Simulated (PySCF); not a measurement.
Gas-phase thermal properties of InBr₃

Computed with PySCF (xtb for GFN2) and rigid-rotor harmonic-oscillator thermochemistry at 1 bar. All species are closed-shell singlets. In: scalar-relativistic def2 core potential, no spin-orbit coupling. Br: all electrons, no relativistic terms. The harmonic model lacks anharmonicity and excited electronic states, which grow with temperature; levels with a mode under 35 cm⁻¹ are left out. Soft modes under 120 cm⁻¹ make the harmonic entropy rough for InBr₃.

| level | point group | σ | ZPE (kJ/mol) | S°298 (J/mol/K) | Cp298 (J/mol/K) | S°1000 (J/mol/K) | H1000 − H298 (kJ/mol) |
|---|---|---|---|---|---|---|---|
| GFN2-xTB | D3h | 6 | 5.0 | 384.0 | 80.6 | 483.5 | 57.8 |
| PBE/def2-SVP | D3h | 6 | 5.6 | 377.7 | 80.1 | 476.9 | 57.7 |
| PBE0/def2-TZVP | D3h | 6 | 5.9 | 375.0 | 79.8 | 474.0 | 57.6 |
σ: rotational symmetry number. Electronic degeneracy used: 1. Frequencies are unscaled.
